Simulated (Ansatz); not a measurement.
Geometry optimisation, RKS B3LYP/def2-SVP (Ansatz 0.2.0).

input.yaml

```yaml
crystal:
  periodic: [false, false, false]
  atoms:
    - { symbol: B, position_ang: [0.272221, -0.301825, -0.32221] }
    - { symbol: H, position_ang: [0.000743, -0.400857, 0.842132] }
    - { symbol: "N", position_ang: [1.490816, -0.792525, -0.78868] }
    - { symbol: H, position_ang: [2.212633, -1.159447, -0.177856] }
    - { symbol: H, position_ang: [1.775057, -0.738413, -1.759727] }
    - { symbol: H, position_ang: [-0.544029, 0.115367, -1.110773] }
    - { symbol: "N", position_ang: [0.227123, 2.243253, 0.729055] }
    - { symbol: H, position_ang: [0.742124, 2.62517, 1.526853] }
    - { symbol: C, position_ang: [-0.652201, 3.24173, 0.135641] }
    - { symbol: H, position_ang: [-1.192795, 2.7928, -0.711202] }
    - { symbol: H, position_ang: [-1.409516, 3.684052, 0.815049] }
    - { symbol: H, position_ang: [-0.053418, 4.071495, -0.273304] }
    - { symbol: H, position_ang: [-0.303357, 1.425999, 1.086422] }
basis:
  gaussian: { orbitals: def2-SVP }
hamiltonian:
  xc: b3lyp
relax:
  f_tol: 0.03
  max_steps: 50
```

Run as:

```bash
$ ansatz run input.yaml --threads 2 --pin off --max-ram 3072MiB --backend cpu --events-out ev --progress --plain --runs-dir out
```

**Question.** Where does it end, and by what steps?

**Answer.** The forces met the threshold. The force dipped under the threshold on the way, but the program's further checks kept it going. After 28 steps the energy has fallen by 0.316 eV; H12 moved furthest, 1.49 Å. Joined: B1–N7 (2.75 → 1.71 Å).

```json
{"step": "0", "energy less start (eV)": "0.0000", "largest force component (eV/Å)": "0.802", "accepted": "yes"}
{"step": "1", "energy less start (eV)": "-0.0583", "largest force component (eV/Å)": "0.218", "accepted": "yes"}
{"step": "2", "energy less start (eV)": "-0.0702", "largest force component (eV/Å)": "0.123", "accepted": "yes"}
{"step": "3", "energy less start (eV)": "-0.0605", "largest force component (eV/Å)": "0.333", "accepted": "no"}
{"step": "4", "energy less start (eV)": "-0.0722", "largest force component (eV/Å)": "0.069", "accepted": "yes"}
{"step": "5", "energy less start (eV)": "-0.0745", "largest force component (eV/Å)": "0.033", "accepted": "yes"}
{"step": "6", "energy less start (eV)": "-0.0763", "largest force component (eV/Å)": "0.024", "accepted": "yes"}
{"step": "7", "energy less start (eV)": "-0.0771", "largest force component (eV/Å)": "0.062", "accepted": "yes"}
{"step": "8", "energy less start (eV)": "-0.0779", "largest force component (eV/Å)": "0.038", "accepted": "yes"}
{"step": "9", "energy less start (eV)": "-0.0790", "largest force component (eV/Å)": "0.116", "accepted": "yes"}
{"step": "10", "energy less start (eV)": "-0.0778", "largest force component (eV/Å)": "0.181", "accepted": "no"}
{"step": "11", "energy less start (eV)": "-0.0809", "largest force component (eV/Å)": "0.064", "accepted": "yes"}
{"step": "12", "energy less start (eV)": "-0.0814", "largest force component (eV/Å)": "0.108", "accepted": "yes"}
{"step": "13", "energy less start (eV)": "-0.0826", "largest force component (eV/Å)": "0.081", "accepted": "yes"}
{"step": "14", "energy less start (eV)": "-0.0839", "largest force component (eV/Å)": "0.050", "accepted": "yes"}
{"step": "15", "energy less start (eV)": "-0.0842", "largest force component (eV/Å)": "0.186", "accepted": "yes"}
{"step": "16", "energy less start (eV)": "-0.0876", "largest force component (eV/Å)": "0.054", "accepted": "yes"}
{"step": "17", "energy less start (eV)": "-0.0890", "largest force component (eV/Å)": "0.037", "accepted": "yes"}
{"step": "18", "energy less start (eV)": "-0.0943", "largest force component (eV/Å)": "0.076", "accepted": "yes"}
{"step": "19", "energy less start (eV)": "-0.1058", "largest force component (eV/Å)": "0.198", "accepted": "yes"}
{"step": "20", "energy less start (eV)": "-0.1380", "largest force component (eV/Å)": "0.295", "accepted": "yes"}
{"step": "21", "energy less start (eV)": "-0.2195", "largest force component (eV/Å)": "0.433", "accepted": "yes"}
{"step": "22", "energy less start (eV)": "-0.1624", "largest force component (eV/Å)": "1.496", "accepted": "no"}
{"step": "23", "energy less start (eV)": "-0.2640", "largest force component (eV/Å)": "0.318", "accepted": "yes"}
{"step": "24", "energy less start (eV)": "-0.2908", "largest force component (eV/Å)": "0.846", "accepted": "yes"}
{"step": "25", "energy less start (eV)": "-0.3054", "largest force component (eV/Å)": "0.317", "accepted": "yes"}
{"step": "26", "energy less start (eV)": "-0.2865", "largest force component (eV/Å)": "0.596", "accepted": "no"}
{"step": "27", "energy less start (eV)": "-0.3149", "largest force component (eV/Å)": "0.231", "accepted": "yes"}
{"step": "28", "energy less start (eV)": "-0.3162", "largest force component (eV/Å)": "0.027", "accepted": "yes"}
```

```xyz
13
Properties=species:S:1:pos:R:3
B 0.138 0.156 0.010
H 0.133 -0.626 0.960
N 1.449 0.331 -0.685
H 2.215 -0.241 -0.341
H 1.431 0.251 -1.697
H -0.841 0.035 -0.725
N -0.192 1.632 0.799
H 0.582 1.777 1.452
C -0.311 2.790 -0.104
H -1.178 2.637 -0.761
H -0.423 3.740 0.442
H 0.597 2.812 -0.722
H -1.037 1.513 1.364
```

Whether the end is a true minimum wasn't checked by a vibrational analysis.

Time of the run: 110 s on 2 threads of Arm Neoverse N1, with other jobs on the host, peak memory 0.19 GiB.
